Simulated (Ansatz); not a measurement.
Basis-set extrapolation for CH5FSSi2 (`F[SiH]1[SiH2]CS1`) (PBE0-D4/def2-TZVP geometry, frozen core, Ansatz 0.2.0). Multiplicity 1, RHF reference.

|  | def2-TZVPP | def2-QZVPP |
| --- | --- | --- |
| HF | -1115.787518 | -1115.823203 |
| MP2 correlation | -0.829307 | -0.899285 |
| CCSD(T) correlation | -0.915502 | not run |

Energies in hartree. Use E(X) = E(∞) + A·exp(−7.88·√X) for Hartree–Fock and E(X) = E(∞) + B·X^(−2.97) for correlation, with X = 3 and 4, and add CCSD(T) minus MP2 of the smaller set to the MP2 limit.

**Question.** What is the CCSD(T) energy at the basis-set limit?

**Answer.** HF limit: -1115.823203 + (-0.035685) × 0.13774 = -1115.82812. MP2 limit: -0.899285 + (-0.069978) × 0.74074 = -0.95112. Higher-order term: -0.915502 − (-0.829307) = -0.08620. Total: -1116.86544 hartree, 426.4 kJ/mol below CCSD(T)/def2-TZVPP.
